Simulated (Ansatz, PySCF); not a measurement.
The pair A = H4O2Si (SMILES O[SiH2]O) (first 7 atoms), B = NH3 (SMILES N); geometry from B3LYP-D3(BJ)/def2-TZVP.
(charge 0, multiplicity 1):
```xyz
11

O     -0.047     1.041     1.317
Si    -0.637     0.357    -0.040
O      0.394     0.507    -1.318
H      0.111     0.469     2.103
H     -1.861     1.041    -0.496
H     -0.913    -1.081     0.236
H      1.312     0.258    -1.183
N      0.325    -0.611     3.569
H     -0.006    -1.550     3.375
H      1.285    -0.682     3.887
H     -0.226    -0.243     4.336
```

Frozen-core correlation. Rows in 6-31G* carry no dispersion term and start afresh at each structure (6-31G* with six Cartesian d functions).

Programs: Ansatz (a quantum-chemistry and plane-wave program); PySCF for 6-31G* rows. Each number belongs to the level named beside it.

Total energies (hartree), monomers frozen at their geometry in the pair:

```csv
structure,HF/6-31G*,B3LYP/6-31G*,MP2/aug-cc-pV(D+d)Z
AB,-497.2424472,-498.9800075,-498.0430057
A in the pair's basis,-441.0440209,-442.4130593,-441.6229951
B in the pair's basis,-56.1855090,-56.5498701,-56.4063636
A,-441.0432330,-442.4122170,-441.6221041
B,-56.1839588,-56.5477202,-56.4047447
```

Task: Work out the interaction energy without and with the counterpoise correction, and the superposition error, for each level.

Result: 
E(AB) − E(A) − E(B), times 627.509 kcal/mol, with the monomers in their own basis and then in the pair's basis:
- HF/6-31G*: -9.57 uncorrected, -8.11 corrected; the monomers gain 1.47 kcal/mol from borrowed functions
- B3LYP/6-31G*: -12.59 uncorrected, -10.72 corrected; the monomers gain 1.88 kcal/mol from borrowed functions
- MP2/aug-cc-pV(D+d)Z: -10.14 uncorrected, -8.56 corrected; the monomers gain 1.58 kcal/mol from borrowed functions
